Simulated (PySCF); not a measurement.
**Spin-rotation constants: SMILES C/C=C/O[SiH2]S[SiH3], C3H10OSSi2**

Geometry:
| atom | x (Å) | y (Å) | z (Å) |
| --- | --- | --- | --- |
| C1 | -2.544 | 1.183 | 0.423 |
| C2 | -1.481 | 0.150 | 0.267 |
| C3 | -0.977 | -0.215 | -0.900 |
| O4 | -0.009 | -1.144 | -1.091 |
| Si5 | 0.897 | -2.038 | -0.090 |
| S6 | 1.982 | -0.837 | 1.330 |
| Si7 | 2.661 | 0.811 | 0.139 |
| H8 | -2.191 | 1.993 | 1.059 |
| H9 | -2.834 | 1.591 | -0.542 |
| H10 | -3.422 | 0.750 | 0.901 |
| H11 | -1.113 | -0.310 | 1.173 |
| H12 | -1.307 | 0.216 | -1.837 |
| H13 | 1.790 | -2.633 | -1.064 |
| H14 | 0.141 | -2.938 | 0.763 |
| H15 | 1.502 | 1.559 | -0.338 |
| H16 | 3.439 | 0.296 | -0.981 |
| H17 | 3.460 | 1.578 | 1.078 |

Method used: PySCF, GIAO PBE/pcSseg-1 magnetisability, rotational g tensor and spin-rotation constants, non-relativistic, gas phase. Geometry: GFN2-xTB.

**Question.** Give the nuclear spin-rotation constants along the inertial axes (H = +C I·J) beside the isotropic shieldings.

**Answer.** Rotational constants 1.8378, 0.9233, 0.7644 GHz. A star marks the isotopologue with that one atom substituted, in its own axes.
```
atom  isotope  Caa (kHz)  Cbb (kHz)  Ccc (kHz)  mean (kHz)  σ (ppm)
  H8       1H     -0.181      0.001     -0.069      -0.083     29.8
  H9       1H     -0.140     -0.103     -0.004      -0.083     30.1
 H10       1H     -0.085     -0.086     -0.037      -0.070     29.8
 H11       1H     -0.090     -0.091      0.020      -0.054     26.0
 H12       1H     -0.088     -0.093      0.030      -0.050     25.2
 H13       1H     -0.085     -0.047     -0.017      -0.050     26.1
 H14       1H     -0.131     -0.045      0.004      -0.057     25.8
 H15       1H      0.044     -0.064     -0.068      -0.029     26.8
 H16       1H     -0.116     -0.054     -0.009      -0.060     26.8
 H17       1H     -0.086     -0.020     -0.053      -0.053     27.0
  C1     13C*      0.249      0.128      0.121       0.166    166.4
  C2     13C*      0.608      0.224      0.226       0.353     71.9
  C3     13C*      0.725      0.281      0.249       0.418     36.9
  O4     17O*     -0.283     -0.109     -0.149      -0.180    206.4
 Si5    29Si*     -1.071     -0.574     -0.505      -0.717    357.8
  S6     33S*      0.245      0.099      0.128       0.157    760.0
 Si7    29Si*     -1.078     -0.522     -0.437      -0.679    396.0
```
For the geometry as given, no vibrational averaging.

**Question.** How do the rotational constants and the g tensor change when H8, H9, H10, H11, H12, H13, H14, H15, H16, H17 are replaced by deuterium?

**Answer.** Constants 1.5954, 0.8104, 0.6716 GHz; g -0.0206, -0.0106, -0.0102, against -0.0237, -0.0120, -0.0115 before.
